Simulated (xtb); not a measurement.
C2H3 (SMILES [CH]=C), doublet, from a rough starting geometry; GFN2-xTB (xtb 6.7.1).

The xtb input:
```
$ xtb mol.xyz --gfn 2 --uhf 1 --opt vtight --json

# file mol.xyz
5

C      0.13160274    -0.42557350    -0.02066753
C      0.15061232     0.81049056     0.00343846
H     -0.74661319    -0.99903885    -0.04929768
H      1.05166412    -0.98878146    -0.03681225
H     -0.61421825     1.63397286     0.03961646
```

**Question.** Predict the main parts of the log of this xtb run.

**Answer.** 
```
   ID    Z sym.   atoms
    1    6 C      1, 2
    2    1 H      3-5

           -------------------------------------------------
          |                Calculation Setup                |
           -------------------------------------------------

           -------------------------------------------------
          |                 G F N 2 - x T B                 |
           -------------------------------------------------

          ...................................................
          :                      SETUP                      :
          :.................................................:
          :  # basis functions                  11          :
          :  # atomic orbitals                  11          :
          :  # shells                            7          :
          :  # electrons                        11          :
          :  max. iterations                   250          :
          :  Hamiltonian                  GFN2-xTB          :
          :  restarted?                      false          :
          :  GBSA solvation                  false          :
          :  PC potential                    false          :
          :  electronic temp.          300.0000000     K    :
          :  accuracy                    1.0000000          :
          :  -> integral cutoff          0.2500000E+02      :
          :  -> integral neglect         0.1000000E-07      :
          :  -> SCF convergence          0.1000000E-05 Eh   :
          :  -> wf. convergence          0.1000000E-03 e    :
          :  Broyden damping             0.4000000          :
          :  net charge                          0          :
          :  unpaired electrons                  1          :
          ...................................................

 iter      E             dE          RMSdq      gap      omega  full diag
   1     -5.7891856 -0.578919E+01  0.580E+00    3.92       0.0  T
   2     -5.7972462 -0.806060E-02  0.345E+00    3.85       1.0  T
   3     -5.7968759  0.370324E-03  0.722E-01    3.71       1.0  T
   4     -5.7971861 -0.310166E-03  0.402E-01    3.85       1.0  T
   5     -5.7978753 -0.689241E-03  0.809E-02    3.80       1.0  T
   6     -5.7978757 -0.378031E-06  0.328E-02    3.81       1.4  T
   7     -5.7978809 -0.516388E-05  0.577E-03    3.81       7.8  T
   8     -5.7978810 -0.893051E-07  0.428E-04    3.81     104.4  T
   9     -5.7978810  0.608097E-09  0.469E-04    3.81      95.3  T

   *** convergence criteria satisfied after 9 iterations ***

         :::::::::::::::::::::::::::::::::::::::::::::::::::::
         ::                     SUMMARY                     ::
         :::::::::::::::::::::::::::::::::::::::::::::::::::::
         :: total energy              -5.654991289098 Eh    ::
         :: gradient norm              0.138557785577 Eh/a0 ::
         :: HOMO-LUMO gap              3.805875910532 eV    ::
         ::.................................................::
         :: SCC energy                -5.797880950367 Eh    ::
         :: -> isotropic ES            0.001570728159 Eh    ::
         :: -> anisotropic ES          0.000877312284 Eh    ::
         :: -> anisotropic XC          0.007322033140 Eh    ::
         :: -> dispersion             -0.001097059257 Eh    ::
         :: repulsion energy           0.142889661269 Eh    ::
         :: add. restraining           0.000000000000 Eh    ::
         :: total charge              -0.000000000000 e     ::
         :::::::::::::::::::::::::::::::::::::::::::::::::::::

      -----------------------------------------------------------
     |                   =====================                   |
     |                        A N C O P T                        |
     |                   =====================                   |
     |               Approximate Normal Coordinate               |
     |                Rational Function Optimizer                |
[...]
 * total energy  :    -5.6549913 Eh     change       -0.6318306E-09 Eh
 * total energy  :    -5.6621508 Eh     change       -0.7159496E-02 Eh
 * total energy  :    -5.6623531 Eh     change       -0.2023451E-03 Eh
 * total energy  :    -5.6622887 Eh     change        0.6443389E-04 Eh
 * total energy  :    -5.6624558 Eh     change       -0.1671013E-03 Eh
 * total energy  :    -5.6624674 Eh     change       -0.1158482E-04 Eh
 * total energy  :    -5.6624745 Eh     change       -0.7081301E-05 Eh
 * total energy  :    -5.6624760 Eh     change       -0.1562033E-05 Eh
 * total energy  :    -5.6624761 Eh     change       -0.7933015E-07 Eh
   *** GEOMETRY OPTIMIZATION CONVERGED AFTER 9 ITERATIONS ***
         :: total energy              -5.662476105318 Eh    ::
[...]
         :: -> isotropic ES            0.001550053182 Eh    ::
         :: -> anisotropic ES          0.001001536378 Eh    ::
         :: -> anisotropic XC          0.007904172986 Eh    ::
         :: -> dispersion             -0.001094021543 Eh    ::
         :: repulsion energy           0.118852439454 Eh    ::
         :: add. restraining           0.000000000000 Eh    ::
         :: total charge               0.000000000000 e     ::
         :::::::::::::::::::::::::::::::::::::::::::::::::::::

           -------------------------------------------------
          |                Property Printout                |
           -------------------------------------------------

    * Orbital Energies and Occupations

         #    Occupation            Energy/Eh            Energy/eV
      -------------------------------------------------------------
         1        2.0000           -0.6071032             -16.5201
         2        2.0000           -0.5412666             -14.7286
         3        2.0000           -0.4935168             -13.4293
         4        2.0000           -0.4663225             -12.6893
         5        2.0000           -0.4147729             -11.2865
         6        1.0000           -0.3185639              -8.6686 (HOMO)
         7                         -0.1937437              -5.2720 (LUMO)
         8                          0.1242755               3.3817
         9                          0.1960100               5.3337
        10                          0.3429932               9.3333
        11                          0.7542400              20.5239
      -------------------------------------------------------------
                  HL-Gap            0.1248202 Eh            3.3965 eV
             Fermi-level           -0.3114111 Eh           -8.4739 eV

     #   Z          covCN         q      C6AA      α(0)
     1   6 C        2.830    -0.077    29.911     8.962
     2   6 C        1.908    -0.102    33.920     9.406
     3   1 H        0.924     0.059     2.216     2.328
     4   1 H        0.925     0.062     2.171     2.304
     5   1 H        0.927     0.058     2.225     2.333

 Mol. C6AA /au·bohr⁶  :        247.867655
 Mol. C8AA /au·bohr⁸  :       5807.301592
 Mol. α(0) /au        :         25.333116

Wiberg/Mayer (AO) data.
largest (>0.10) Wiberg bond orders for each atom

 ---------------------------------------------------------------------------
     #   Z sym  total        # sym  WBO       # sym  WBO       # sym  WBO
 ---------------------------------------------------------------------------
     1   6 C    3.989 --     2 C    2.152     4 H    0.937     3 H    0.893
     2   6 C    3.253 --     1 C    2.152     5 H    0.974
     3   1 H    0.986 --     1 C    0.893
     4   1 H    0.995 --     1 C    0.937
     5   1 H    0.996 --     2 C    0.974
 ---------------------------------------------------------------------------

Topologies differ in total number of bonds
Writing topology from bond orders to xtbtopo.mol

molecular dipole:
                 x           y           z       tot (Debye)
 q only:       -0.066      -0.156      -0.005
   full:       -0.209      -0.232      -0.008       0.794
molecular quadrupole (traceless):
                xx          xy          yy          xz          yz          zz
 q only:        0.079      -0.432       0.486      -0.008       0.036      -0.565
  q+dip:        0.194      -1.331       2.036      -0.022       0.133      -2.230
   full:        0.280      -1.027       0.928      -0.017       0.069      -1.207

optimized geometry written to: xtbopt.xyz

           -------------------------------------------------
          | TOTAL ENERGY               -5.662476105318 Eh   |
          | GRADIENT NORM               0.000067175410 Eh/α |
          | HOMO-LUMO GAP               3.396529452222 eV   |
           -------------------------------------------------

normal termination of xtb
```
